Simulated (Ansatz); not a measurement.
`C[SiH](O)O[SiH](O)O` at its PBE0-D4/def2-TZVP geometry, where that method's forces vanish. Total charge 0; spin multiplicity 1.

| atom | x (Å) | y (Å) | z (Å) |
| --- | --- | --- | --- |
| C1 | -1.738 | 0.182 | 1.873 |
| Si2 | -0.191 | 0.775 | 1.056 |
| O3 | -0.584 | 1.889 | -0.078 |
| O4 | 0.593 | -0.488 | 0.335 |
| Si5 | 1.264 | -0.843 | -1.090 |
| O6 | 0.358 | -1.838 | -2.020 |
| O7 | 1.372 | 0.572 | -1.920 |
| H8 | -1.510 | -0.557 | 2.645 |
| H9 | -2.410 | -0.273 | 1.141 |
| H10 | -2.262 | 1.017 | 2.346 |
| H11 | 0.760 | 1.338 | 2.050 |
| H12 | 0.018 | 1.934 | -0.828 |
| H13 | 2.587 | -1.452 | -0.842 |
| H14 | 0.321 | -2.767 | -1.792 |
| H15 | 1.424 | 0.512 | -2.875 |

For each bond, give half the difference of the two atoms' forces along it (eV/Å; positive pushes the atoms apart) under PBE-D4, r2SCAN-D4, B3LYP-D4, ωB97M-V in def2-TZVPP. (Estimate.)

Computed: 
```
   bond  length (Å)  PBE-D4  r2SCAN-D4  B3LYP-D4  ωB97M-V
 C1–Si2       1.847   -0.09      -0.02      0.03    -0.02
  C1–H8       1.093    0.11      -0.01     -0.04    -0.04
  C1–H9       1.092    0.11       0.00     -0.04    -0.04
 C1–H10       1.093    0.10      -0.01     -0.05    -0.05
 Si2–O3       1.638    0.27       0.05      0.14     0.13
 Si2–O4       1.652    0.15       0.00      0.07     0.06
Si2–H11       1.486   -0.02      -0.03     -0.17    -0.19
 O3–H12       0.963    0.34       0.00     -0.04    -0.07
 O4–Si5       1.615    0.17       0.04      0.05     0.06
 Si5–O6       1.635    0.21       0.04      0.11     0.10
 Si5–O7       1.644    0.25       0.04      0.13     0.11
Si5–H13       1.477   -0.10      -0.06     -0.19    -0.23
 O6–H14       0.958    0.32       0.02     -0.02    -0.06
 O7–H15       0.959    0.32       0.02     -0.02    -0.05
```

B3LYP here is the variant with VWN-RPA as its local correlation; programs differ in this.
